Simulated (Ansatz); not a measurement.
Ideal-gas functions of `NC(F)[SeH]` at 400 K and 1 bar, from an Ansatz frequency run at PBE0-D4/def2-TZVP.

Molar mass 128.01 g/mol, point group C1 (symmetry number 1), electronic degeneracy 1, moments of inertia 56.371, 178.825, 222.739 u Å². Harmonic wavenumbers (cm⁻¹, unscaled): 151, 245, 270, 317, 534, 626, 689, 759, 996, 1154, 1200, 1297, 1417, 1649, 2440, 3123, 3566, 3674.

Use S(trans) = R[1.5 ln M + 2.5 ln T − 1.1517]; rotational temperatures θ = 24.2544 K / I; S(rot) = R[ln(√π/σ · √(T³/θAθBθC)) + 1.5]; for each mode x = 1.438777 ν̃/T, S = R[x/(eˣ − 1) − ln(1 − e⁻ˣ)] and H = RT x/(eˣ − 1); 1 cm⁻¹ = 0.0119627 kJ/mol; R = 8.31446 J/(mol·K).

Task: By hand: the entropy, in J/(mol·K).

Result: Translation 175.5. Rotation: θ = 0.4303, 0.1356, 0.1089 K, giving 113.0. Vibration, mode by mode: 13.49, 9.63, 8.88, 7.66, 4.06, 3.13, 2.62, 2.14, 1.09, 0.68, 0.60, 0.45, 0.31, 0.15, 0.01, 0.00, 0.00, 0.00, in all 54.9. Electronic 0.0. Sum 343.4 J/(mol·K).

Task: By hand: H − E and G − E in kJ/mol, counted from the electronic energy.

Result: Zero-point energy ½ × 24107 × 0.0119627 = 144.2; thermal vibration 12.8; translation, rotation and pV give 4 RT = 13.3. H − E = 170.3 kJ/mol, and G − E = 170.3 − 400 × 343.4/1000 = 32.9 kJ/mol.

Vibration gives 16 % of the entropy. The sum counts one conformer and one mirror image; others add a mixing term.
